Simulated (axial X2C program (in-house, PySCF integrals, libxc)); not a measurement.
## What spin–orbit coupling does to SrTe⁻

All values were computed with an in-house relativistic program for diatomic molecules. Spin-free means the one-electron spin-free X2C Hamiltonian; two-component (2c) means X2C with spin–orbit coupling and atomic mean-field two-electron Coulomb and Gaunt terms, so the difference of the two also holds small scalar two-electron terms. Basis: Te dyall-acv3z [12s13p9d5f1g], Sr dyall-acv3z [14s13p9d6f1g] (cores contracted in-house); Gaussian nuclei, density fitting, unrestricted open shells. Masses: Te 129.906 u, Sr 87.906 u.

Spin-free state: M_S = 1/2, Λ = 0 (beyond evenly filled blocks: σα); fragments Te- + Sr.

| level | Re (Å) | ωe (cm⁻¹) | De (eV) | μ (D) |
| --- | --- | --- | --- | --- |
| PBE0 | 2.900 | 191.4 | 2.196 | 2.17 |
| HF | 2.968 | 191.0 | 1.491 | 3.50 |
| MP2 | 2.985 | 183.5 | 2.103 | n/a |
| CCSD(T) | 2.991 | 180.1 | 1.934 | n/a |
| B3LYP | 2.933 | 181.1 | 1.885 | 2.50 |

Correlated methods: 9 electrons correlated (number of frozen shells: Te 4 s, 3 p, 2 d; Sr 4 s, 3 p, 1 d), 375 virtual spin orbitals or spinors in MP2, 90 natural virtuals in coupled cluster.

Dipoles are positive if Sr is the positive end and refer to the centre of mass.

Two-component determinant lowest at the distance of the search:

Ω = 1/2 (⟨Sz⟩ = 0.50, ⟨Lz⟩ = 0.00 at HF); fragments Te- + Sr.

```json
{"level": "PBE0", "Re (Å)": "2.905", "ωe (cm⁻¹)": "188.4", "De (eV)": "2.053", "μ (D)": "2.04"}
{"level": "HF", "Re (Å)": "2.972", "ωe (cm⁻¹)": "189.2", "De (eV)": "1.305", "μ (D)": "3.43"}
{"level": "MP2", "Re (Å)": "2.989", "ωe (cm⁻¹)": "181.8", "De (eV)": "1.929", "μ (D)": "n/a"}
{"level": "CCSD(T)", "Re (Å)": "2.996", "ωe (cm⁻¹)": "177.5", "De (eV)": "1.760", "μ (D)": "n/a"}
{"level": "B3LYP", "Re (Å)": "2.942", "ωe (cm⁻¹)": "176.0", "De (eV)": "1.704", "μ (D)": "2.28"}
```

Task: From the two tables, how do the constants change at the CCSD(T) level (2c against spin-free)?

Result: At the CCSD(T) level Re goes up by 0.005 Å and ωe goes down by 2.6 cm⁻¹; De changes by -0.174 eV.

The state is one determinant whose occupation by symmetry is held fixed; it was picked as the lowest of a PBE0 search that is not exhaustive. Dissociation energies refer to the lowest single-determinant-based atoms at the same level and basis. Density functionals use the spin component along the axis (collinear). CCSD and (T) use frozen natural virtuals with an MP2 correction for the truncation; (T) itself is uncorrected, so its De runs slightly low. Without a current term, density functionals place determinants with orbital angular momentum somewhat too high. The outer-core s and p shells of the metal are frozen in the correlated rows, which leaves out core–valence correlation; for alkali and alkaline-earth bonds that tends to lengthen them. The highest occupied level of some functionals is positive through self-interaction error; at Hartree–Fock it is bound. With the outer-core shells frozen, correlated bond lengths of heavy atoms tend to come out a few hundredths of an ångström too long. Hartree–Fock gets electron affinities wrong, so its lowest charge split need not be the true one.
